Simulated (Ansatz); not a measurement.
Mulliken charges of `[CH3][ZnH]` from r2SCAN/def2-TZVPP in Ansatz (PBE0-D4/def2-TZVP geometry).

```
atom   x (Å)   y (Å)   z (Å)  charge (e)
  C1  -0.164  -0.413  -0.565      -0.377
 Zn2   0.304   0.691   0.962       0.297
  H3   0.631  -1.130  -0.790       0.074
  H4  -1.080  -0.978  -0.375       0.074
  H5  -0.326   0.198  -1.456       0.074
  H6   0.677   1.569   2.177      -0.141
```

By hand: the dipole of these point charges (1 e Å = 4.8032 D).

Σ q r = (-0.001, -0.002, -0.002) e Å, of length 0.003 e Å = 0.01 D.

How does the dipole of the full density compare? (Estimate.)

Computed: (-0.027, -0.063, -0.087) e Å, 0.53 D; the point charges give 0.02 times that, at 10° from its direction.

Point charges leave out the atoms' own dipoles, such as those of lone pairs, and Mulliken's split depends on the basis, so the two needn't agree.
